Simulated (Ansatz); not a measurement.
Start from `Cl[C]1=C[CH2][SnH2]1` and change one atom or group to get `C1=[CH][SnH2][CH2]1`.

Ansatz, PBE0-D4/def2-TZVP geometries, multiplicity 1. 

Elements past krypton have def2 core potentials.

```csv
property,`Cl[C]1=C[CH2][SnH2]1`
LUMO energy (PBE0/def2-TZVPP) / eV,-0.70
HOMO energy (PBE0/def2-TZVPP) / eV,-7.11
size of the dipole moment (B3LYP/def2-TZVPP) / D,2.01
size of the dipole moment (PBE/def2-TZVPP) / D,1.88
LUMO energy (ωB97M-V/def2-TZVPP) / eV,0.77
HOMO energy (PBE/def2-TZVPP) / eV,-6.00
```

(1) What does the change do to each property? (Best estimate.)

## Answers

(1) The calculation gave: 
```json
{"property": "LUMO energy (PBE0/def2-TZVPP) / eV", "`C1=[CH][SnH2][CH2]1`": "-0.35", "shift": "0.35"}
{"property": "HOMO energy (PBE0/def2-TZVPP) / eV", "`C1=[CH][SnH2][CH2]1`": "-7.48", "shift": "-0.37"}
{"property": "size of the dipole moment (B3LYP/def2-TZVPP) / D", "`C1=[CH][SnH2][CH2]1`": "0.36", "shift": "-1.65"}
{"property": "size of the dipole moment (PBE/def2-TZVPP) / D", "`C1=[CH][SnH2][CH2]1`": "0.41", "shift": "-1.47"}
{"property": "LUMO energy (ωB97M-V/def2-TZVPP) / eV", "`C1=[CH][SnH2][CH2]1`": "1.07", "shift": "0.30"}
{"property": "HOMO energy (PBE/def2-TZVPP) / eV", "`C1=[CH][SnH2][CH2]1`": "-6.40", "shift": "-0.40"}
```

With PBE0 the HOMO falls by 0.37 eV and the LUMO rises by 0.35 eV, so the gap widens by about 0.72 eV. PBE moves the HOMO by -0.40 eV and ωB97M-V by -0.44 eV. Dipoles are sizes alone; their direction can turn.

B3LYP here is the variant with VWN-RPA as its local correlation; programs differ in this.
